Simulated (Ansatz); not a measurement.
Ansatz (an electronic-structure program) input (MP2/6-31G*):

Ansatz 0.2 input:
```yaml
crystal:
  periodic: [false, false, false]
  atoms:
    - {symbol: C, position_ang: [-0.97869700, -0.02312700, -0.11952100]}
    - {symbol: F, position_ang: [-1.53614900, -0.66730600, 0.88977100]}
    - {symbol: F, position_ang: [-1.44889500, 1.20920500, -0.18780300]}
    - {symbol: Br, position_ang: [0.93536000, -0.13538100, -0.16001700]}
basis:
  gaussian:
    orbitals: 6-31G*
magnetization: {spin_polarized: true, initial_magnetization: 1}
correlation: {method: mp2, electrons: outside_noble_gas}
```

Output:

```
Functional definition: HF
integrals: 0.04 GiB planned
727 factors; integrals over basis functions are off by at most 1.0e-3 eV
mean field: 0.39 GiB planned
mean field evaluation 1: about -76427.7946 eV, gradient 2.4e1 eV
mean field evaluation 2: about -76427.8174 eV, gradient 2.4e1 eV
mean field evaluation 4: about -76430.7338 eV, gradient 2.9e0 eV
mean field evaluation 8: about -76430.8936 eV, gradient 3.4e-1 eV
mean field evaluation 16: about -76430.8981 eV, gradient 1.8e-6 eV
mean field -76430.89808561 eV, -2808.7836979226 hartree, gradient 1.8e-6 eV, S^2 0.758297; 0 other end points of the search recorded, 0 dependent functions left out
17 core orbitals not correlated
reference -76430.89808561 eV, -2808.7836979226 hartree; 13, 12 occupied and 50, 51 virtual orbitals, 727 factors
second order -15.31741046 eV of doubles, -0.00000000 eV of singles
Total energy: -76446.21549607 eV, -2809.3466023746 hartree
```

The geometry given is a B3LYP-D3(BJ)/def2-TZVP minimum.
